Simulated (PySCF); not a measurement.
This PySCF input asks for the NMR shieldings of `InChI=1S/C5H11NP2/c1-8(5-7)4-2-3-6/h2,4-5,7H2,1H3`; the geometry comes from GFN2-xTB.

```python
import basis_set_exchange as bse
import numpy as np
from pyscf import gto, dft
from pyscf.prop import nmr

atoms = """
C    -0.046822    1.976770    0.725950
P     0.417822    0.191278    0.872865
C     1.913110    0.238084   -0.234346
P     2.541202   -1.506309   -0.424855
C    -0.758894   -0.525434   -0.381681
C    -2.160503   -0.700948    0.210513
C    -3.054576   -1.252037   -0.775124
N    -3.745405   -1.679006   -1.579675
H    -0.995992    2.152045    1.228617
H     0.712582    2.575140    1.226284
H    -0.122714    2.283590   -0.316862
H     1.654243    0.640736   -1.218985
H     2.677342    0.870732    0.223826
H     3.004439   -1.614229    0.883979
H     3.801018   -1.145181   -0.901106
H    -0.360785   -1.500323   -0.680492
H    -0.796732    0.116260   -1.268014
H    -2.125596   -1.373533    1.072621
H    -2.563544    0.261615    0.541318
"""
names = dict.fromkeys(["C", "P", "N", "H"], "pcSseg-1")
basis = {el: gto.basis.parse(bse.get_basis(n, elements=[el], fmt="nwchem")) for el, n in names.items()}
mol = gto.M(atom=atoms, basis=basis, charge=0, verbose=0)
mf = dft.RKS(mol, xc="PBE0")
mf.grids.level = 2
mf.grids.alignment = dft.numint.BLKSIZE   # the property module wants whole blocks of grid points
mf.conv_tol = 1e-9
mf.kernel()

calc = nmr.RKS(mf)   # GIAO
C = mf.mo_coeff
Co = C[:, mf.mo_occ > 0]
resp = mf.gen_response(singlet=True, hermi=2)
def vind(x):   # induced exchange potential for any number of trial vectors
    d = np.einsum("pi,xij,qj->xpq", C, 2 * x.reshape(-1, C.shape[1], Co.shape[1]), Co, optimize=True)
    return np.einsum("xpq,pi,qj->xij", resp(d - d.transpose(0, 2, 1)), C, Co, optimize=True).ravel()
mo1, _ = nmr.rhf.solve_mo1(calc, with_cphf=vind)
sigma = calc.kernel(mo1)
for i, s in enumerate(sigma):   # ppm
    print("%2d %-2s %9.2f" % (i, mol.atom_pure_symbol(i), np.trace(s) / 3))
```

Problem. What are the results?

Solution. 
```
 0 C     168.06
 1 P     370.09
 2 C     167.18
 3 P     509.74
 4 C     150.98
 5 C     172.32
 6 C      62.77
 7 N     -30.52
 8 H      30.42
 9 H      30.42
10 H      30.90
11 H      30.71
12 H      29.47
13 H      28.99
14 H      28.53
15 H      29.16
16 H      30.46
17 H      29.52
18 H      29.66
```

These numbers come from an equivalent density-fitted implementation of the same equations, which agrees with the script to about 0.01 ppm for H and up to a few tenths of a ppm for heavy atoms, so last digits may differ.

Size and cost of the density-fitted run: 205 basis functions, about 90 core-seconds.
